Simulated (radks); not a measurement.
Results of a calculation; reference values are marked as such.
Isoelectronic series with 5 electrons, all held in the configuration [He] 2s2 2p1, which need not be the ground one along the series. Code: a radial shooting solver on a logarithmic mesh with Libxc functionals. Model: non-relativistic Kohn-Sham, PBEsol, spin-polarised, spherical densities, point nucleus; open shells are filled with parallel spins first. Total energies (hartree) and screening constants sigma, defined by e = -(Z - sigma)^2 / (2 n^2) hartree (* marks an orbital that is empty in some or all of the ions):

ion	E (hartree)	2p down*	2p up	2s down
B	-24.47226	4.081	3.919	3.409
C+	-37.19660	3.840	3.722	3.314
N2+	-52.67902	3.748	3.639	3.261
O3+	-70.91531	3.697	3.591	3.227
F4+	-91.90376	3.663	3.560	3.203
Ne5+	-115.64355	3.639	3.537	3.186
Mg7+	-171.37547	3.607	3.506	3.162
Al8+	-203.36717	3.596	3.495	3.154
Si9+	-238.10918	3.586	3.486	3.147
P10+	-275.60144	3.579	3.479	3.141
